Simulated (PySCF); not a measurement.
C4H6F2, SMILES [C@@H](F)(C)/C=C\F.

Geometry optimised at r2SCAN-D4/def2-SVP. The structure was generated by enumeration; whether it is a known compound was not checked. One conformer was computed; it need not be the lowest.

Two levels are set side by side: TDDFT-PBE/def2-SVPD (PySCF) and TDDFT-B3LYP/def2-SVPD (PySCF). Vertical, same geometry. The lowest singlet is HOMO→LUMO+1 100 % with PBE and HOMO→LUMO+1 97 % with the other functional; states are paired by order. Differences are taken from unrounded values.

```tsv
quantity	TDDFT-PBE
lowest singlet excitation (eV)	6.33
lowest triplet excitation (TDA) (eV)	4.29
first bright state (f over 0.05) (eV)	6.49
its oscillator strength	0.11
```

**Question.** These are the TDDFT-PBE values. What does TDDFT-B3LYP give? (The exact figures need the calculation; the answer reports its results.)

**Answer.** 
```tsv
quantity	TDDFT-B3LYP	TDDFT-PBE minus TDDFT-B3LYP
lowest singlet excitation (eV)	6.70	-0.37
lowest triplet excitation (TDA) (eV)	4.27	0.03
first bright state (f over 0.05) (eV)	6.98	-0.49
its oscillator strength	0.28	-0.17
```

Functionals without exact exchange tend to place singlet excitations lower, as here. Differences between two approximate levels are no errors against the true value.

Rough cost on one machine, each run with all the roots and properties that it gave: TDDFT-B3LYP against TDDFT-PBE about 3 times.
